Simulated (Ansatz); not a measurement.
Molecule (SMILES): N#P (N-P).
Geometry (B3LYP-D3(BJ)/def2-TZVP, fixed):
```
N
P 1 1.4828
```
Charge 0, spin multiplicity 1.

Basis-set convergence of the dipole moment at PBE with Ansatz (a program for electronic structure). Dipoles come from the density behind the forces; the sign is taken along the dipole that this method gives in the largest set. Cartesian d functions, on some or all atoms, in 6-31G**, 6-31+G*, 6-311G**, 6-311+G**; all else is spherical. The program fits the integrals of some runs and decomposes those of others, by size. No added dispersion term, no relativity. Reference: the value in aug-pcseg-3, 2.725 D, itself unsure by roughly 0.005 D (its mean distance from aug-cc-pV(Q+d)Z, def2-QZVPPD). Deviations are taken from unrounded values.

```json
[
 {"basis": "STO-3G", "functions": "14", "dipole moment (D)": "1.881", "minus reference (D)": "-0.844"},
 {"basis": "3-21G", "functions": "22", "dipole moment (D)": "1.861", "minus reference (D)": "-0.864"},
 {"basis": "6-31G", "functions": "22", "dipole moment (D)": "2.146", "minus reference (D)": "-0.579"},
 {"basis": "6-31G**", "functions": "34", "dipole moment (D)": "2.282", "minus reference (D)": "-0.444"},
 {"basis": "cc-pV(D+d)Z", "functions": "37", "dipole moment (D)": "2.379", "minus reference (D)": "-0.346"},
 {"basis": "6-31+G*", "functions": "42", "dipole moment (D)": "2.604", "minus reference (D)": "-0.121"},
 {"basis": "6-311G**", "functions": "45", "dipole moment (D)": "2.527", "minus reference (D)": "-0.198"},
 {"basis": "6-311+G**", "functions": "53", "dipole moment (D)": "2.667", "minus reference (D)": "-0.058"},
 {"basis": "6-311++G(2d,2p)", "functions": "62", "dipole moment (D)": "2.736", "minus reference (D)": "0.010"},
 {"basis": "cc-pV(T+d)Z", "functions": "69", "dipole moment (D)": "2.602", "minus reference (D)": "-0.123"},
 {"basis": "6-311++G(3df,3pd)", "functions": "86", "dipole moment (D)": "2.713", "minus reference (D)": "-0.012"},
 {"basis": "cc-pV(Q+d)Z", "functions": "119", "dipole moment (D)": "2.681", "minus reference (D)": "-0.044"},
 {"basis": "cc-pV(5+d)Z", "functions": "191", "dipole moment (D)": "2.720", "minus reference (D)": "-0.006"}
]
```

The smallest set listed that lies within 0.1 D of the reference with all its larger relatives (same family, alike in diffuse functions; a set with none counts only in the reference's own line) is 6-311+G** (53 functions, -0.058 D off).
